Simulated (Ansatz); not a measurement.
Calculated with Ansatz (gas phase, PBE0-D4/def2-TZVP geometries, no zero-point term in ΔE). CBS: MP2 limit from def2 TZ/QZ plus the TZ coupled-cluster correction, frozen cores. Functionals use def2-TZVPP. For Ga outer-core shells are correlated without core-valence functions, which leaves a few kJ/mol of doubt a bond. Scalar relativity is left out up to krypton.

Reaction (formal exchange of groups at a Ga–C bond): `F[CH]([SiH3])[GaH2]` + `B1CO1` → `[GaH2][CH]1BO1` + `FC[SiH3]`

| level | ΔE (kJ/mol) | difference from CCSD(T)/CBS |
| --- | --- | --- |
| BHLYP-D4 | -8.4 | 1.6 |
| ωB97M-V | -8.5 | 1.5 |
| r2SCAN | -10.6 | -0.6 |
| CAM-B3LYP | -10.9 | -0.9 |
| LC-ωPBE | -8.9 | 1.1 |
| RPA@PBE/def2-TZVPP | -11.6 | -1.6 |
| HF/def2-SVP | -11.8 | -1.8 |
| CCSD/def2-SVP | -9.3 | 0.7 |
| CCSD(T)/def2-SVP | -9.6 | 0.4 |
| HF/CBS(def2) | -13.8 | -3.8 |
| CCSD(T)/CBS | -10.0 | 0 |

What do rigid-rotor, harmonic-oscillator terms from PBE0-D4/def2-TZVP frequencies (298.15 K, 1 bar) make of the CCSD(T)/CBS value? (Best estimate.)

Ansatz gave: ΔZPE = +1.1 kJ/mol, ΔH = -9.4 kJ/mol, ΔS = 0 J/(mol·K), ΔG = -9.3 kJ/mol.

Largest T1 diagnostic among the species: 0.016.

Leaving LDA and LC-ωPBE aside and taking each functional with its dispersion term where it has one, the values, not all of them listed here, spread over 4.1 kJ/mol, from B2PLYP to PBE-D4. The D4 term adds +3.1 kJ/mol with B3LYP and +1.7 kJ/mol with PBE0; it sums over pairs of atoms, weighted by their polarisabilities, and B3LYP, whose exchange is more repulsive, gets the larger term.

B3LYP here is the variant with VWN-RPA as its local correlation; programs differ in this.
